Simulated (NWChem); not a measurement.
System: HO₂, doublet; SMILES [O]O

Excerpt of the output:

```
             Northwest Computational Chemistry Package (NWChem) 7.3.0
             --------------------------------------------------------

                             Geometry "geometry" -> ""
                             -------------------------

 Output coordinates in angstroms (scale by  1.889725989 to convert to a.u.)

  No.       Tag          Charge          X              Y              Z
 ---- ---------------- ---------- -------------- -------------- --------------
    1 O                    8.0000     0.09960500     0.59686400     0.00000000
    2 O                    8.0000    -0.00105900    -0.69943700     0.00000000
    3 H                    1.0000    -0.81479300     0.94268400     0.00000000

 Effective nuclear repulsion energy (a.u.)      32.6880689849

                                 NWChem DFT Module
                                 -----------------

 Summary of "ao basis" -> "ao basis" (spherical)
 ------------------------------------------------------------------------------
       Tag                 Description            Shells   Functions and Types
 ---------------- ------------------------------  ------  ---------------------
 O                           6-31g*                  6       14   3s2p1d
 H                           6-31g*                  2        2   2s

 in cosmo_initialize ...
 calling solv_data for solv:h2o

 solvent parameters
 solvname_short: h2o
 solvname_long:  water
 dielec:       78.4000
 dielecinf:     1.7769
 aqueous SMD model solvent descriptors
 dielec:       78.4000
 sola:          0.8200

          ---------------
          -cosmo- solvent
          ---------------
 Cosmo: York-Karplus, doi: 10.1021/jp992097l
 dielectric constant -eps-     =  78.40
 screen = (eps-1)/(eps    )    =   0.98724
 surface charge correction     = lagrangian

   van der Waals surface
 --------------------------

[...]

                                COSMO-SMD solvation results
                                ---------------------------

             internal energy in gas <Psi(g)|H|Psi(g)> =      -150.739806870611
         internal energy in solvent <Psi(s)|H|Psi(s)> =      -150.737229789465
                               delta internal energy  =         0.002577081147 (    1.62 kcal/mol)
   total free energy in solvent <Psi(s)|H+V/2|Psi(s)> =      -150.752599920590
 polarization energy contribution <Psi(s)|V/2|Psi(s)> =        -0.015370131126 (   -9.64 kcal/mol)
    total free energy in solvent including G(SMD-CDS) =      -150.751492317482
                       G(SMD-CDS) energy contribution =         0.001107603108 (    0.70 kcal/mol)
     1 M fixed-concentration free energy of solvation =        -0.011685446871 (   -7.33 kcal/mol)

                    DFT Final Alpha Molecular Orbital Analysis
                    ------------------------------------------

 Vector    7  Occ=1.000000D+00  E=-5.000349D-01
              MO Center=  1.6D-01,  7.0D-02,  2.0D-10, r^2= 1.1D+00
   Bfn.  Coefficient  Atom+Function         Bfn.  Coefficient  Atom+Function
  ----- ------------  ---------------      ----- ------------  ---------------
     4      0.365588  1 O  py                18     -0.360018  2 O  py
     3      0.326915  1 O  px                 8      0.212344  1 O  py
    20      0.212770  2 O  s                  7      0.208179  1 O  px
     6      0.193099  1 O  s                 17      0.192302  2 O  px
    22     -0.185942  2 O  py                21      0.121781  2 O  px

 Vector    8  Occ=1.000000D+00  E=-3.091156D-01
              MO Center=  3.9D-02, -9.1D-02, -2.0D-10, r^2= 1.0D+00
   Bfn.  Coefficient  Atom+Function         Bfn.  Coefficient  Atom+Function
  ----- ------------  ---------------      ----- ------------  ---------------
    19     -0.542921  2 O  pz                 5      0.507227  1 O  pz
    23     -0.389378  2 O  pz                 9      0.375609  1 O  pz

 Vector    9  Occ=1.000000D+00  E=-3.052608D-01
              MO Center=  6.1D-03, -3.9D-01,  1.2D-10, r^2= 9.7D-01
   Bfn.  Coefficient  Atom+Function         Bfn.  Coefficient  Atom+Function
  ----- ------------  ---------------      ----- ------------  ---------------
    17      0.620163  2 O  px                21      0.456531  2 O  px
     3     -0.287311  1 O  px                 7     -0.204101  1 O  px
     6     -0.150789  1 O  s                 29      0.148815  3 H  s
    30      0.079902  3 H  s                  2     -0.076634  1 O  s
     4     -0.062362  1 O  py                 8     -0.046398  1 O  py

 Vector   10  Occ=0.000000D+00  E= 1.004869D-01
              MO Center= -8.1D-01,  8.0D-01,  4.6D-12, r^2= 1.8D+00
   Bfn.  Coefficient  Atom+Function         Bfn.  Coefficient  Atom+Function
  ----- ------------  ---------------      ----- ------------  ---------------
    30      1.279123  3 H  s                  6     -0.994861  1 O  s
     7      0.477329  1 O  px                22      0.335288  2 O  py
     3      0.289895  1 O  px                18      0.257117  2 O  py
     2     -0.219645  1 O  s                 20      0.214155  2 O  s
    29      0.179917  3 H  s                  8      0.130333  1 O  py

[...]
```

Level: PBE0/6-31G* (spherical d), spin-unrestricted, SMD on the gas-phase geometry. In the optimisation the excess spin sits in a" (Cs, its own frame). Structure relaxed at the PBE0/def2-SVP, spin-unrestricted level. No stability test was run on the SCF state. Solvent: water.

Q: Reconstruct the input file.

A: This is not unique; one that fits is the input that was run:
```
start job
memory heap 200 mb stack 900 mb global 1100 mb
geometry units angstroms noautosym nocenter noautoz
  O      0.099605     0.596864     0.000000
  O     -0.001059    -0.699437     0.000000
  H     -0.814793     0.942684     0.000000
end
basis spherical
  * library 6-31g*
end
dft
  odft
  mult 2
  xc pbe0
  iterations 150
end
cosmo
  do_cosmo_smd true
  solvent water
end
task dft energy
```
